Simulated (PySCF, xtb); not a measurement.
CH7F2NSi2, SMILES F[SiH2]C[Si@H](N)F. The values are those of a single conformer.

Harmonic wavenumbers (cm⁻¹) from GFN2-xTB in xtb at its own minimum, in rising order: 43, 74, 122, 154, 193, 239, 257, 291, 476, 512, 581, 618, 660, 686, 713, 745, 766, 775, 785, 828, 863, 941, 1017, 1143, 1447, 1506, 2266, 2307, 2327, 2979, 3002, 3487, 3530.

Task: What does PySCF with PBE-D3(BJ)/def2-SVP give at its own minimum? (The exact figures need the calculation; the answer reports its results.)

Result: 20, 103, 150, 200, 239, 288, 300, 383, 444, 521, 575, 687, 703, 723, 732, 800, 813, 839, 876, 898, 922, 932, 982, 1040, 1321, 1489, 2174, 2193, 2200, 2989, 3051, 3483, 3591. Paired by order, the mean absolute difference is 52 cm⁻¹ and the zero-point energies are 51.9 and 52.4 kcal/mol.
